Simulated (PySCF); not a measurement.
**Broadened absorption spectrum of C7H6BN**

Species: C7H6BN.
SMILES: `N#CB1C=CC=CC=C1`

Method: TDDFT wB97X-D/def2-SVPD, vertical, gas phase, core orbitals frozen in the response (PySCF). Isolated species at its PBE0-D3(BJ)/def2-SVP geometry, gas phase.

Broadening: Gaussians 0.3 eV wide at half height, area fixed by f = 4.319×10⁻⁹ ∫ε dν̃. The width is an assumption, not a result. The curve ends short of the highest state used, and states not computed would add to its high-energy end.

(E (eV), ε (L mol⁻¹ cm⁻¹)): (4.01, 24), (4.08, 143), (4.15, 646), (4.21, 1866), (4.28, 4947), (4.35, 9962), (4.42, 15449), (4.48, 18485), (4.55, 18328), (4.62, 14455), (4.69, 9036), (4.75, 4977), (4.82, 1954), (4.89, 585), (4.96, 132), (5.02, 29), (5.09, 4), (5.16, 2), (5.23, 6), (5.29, 16), (5.36, 36), (5.43, 60), (5.50, 80), (5.56, 109)

Question: Where are the band maxima, and which computed states make them?

Answer: 275 nm (4.51 eV), ε about 19000, made up of S1 (59%) and S2 (41%) (ε in L mol⁻¹ cm⁻¹; maxima over ε = 5, shares over 10%). At its high-energy end, 5.56 eV, the curve is still rising (ε about 110, from S4 and S5). The states used: S1 4.46 eV (f 0.136); S2 4.59 eV (f 0.102); S3 5.44 eV (f 0.0000); S4 5.51 eV (f 0.0008); S5 6.05 eV (f 0.705); S6 6.16 eV (f 0.324).

Question: What would ε be at 4.51 eV, the highest of these maxima, with half the width (0.15 eV)?

Answer: About 26900 L mol⁻¹ cm⁻¹ against 18900, a factor of about 1.4; a lone state at its own centre would give exactly 2.

Question: On this curve, what absorbance would a 10⁻⁴ mol/L sample give at 266 nm over a 1 cm path?

Answer: 266 nm is 4.661 eV, where ε is about 11000 L mol⁻¹ cm⁻¹, so A = ε c l ≈ 1.1 (Beer–Lambert, with the gas-phase spectrum and the assumed width).

Question: Coming from long wavelengths, where does ε first pass 100 L mol⁻¹ cm⁻¹?

Answer: At about 305 nm (4.07 eV), 0.40 eV below S1.
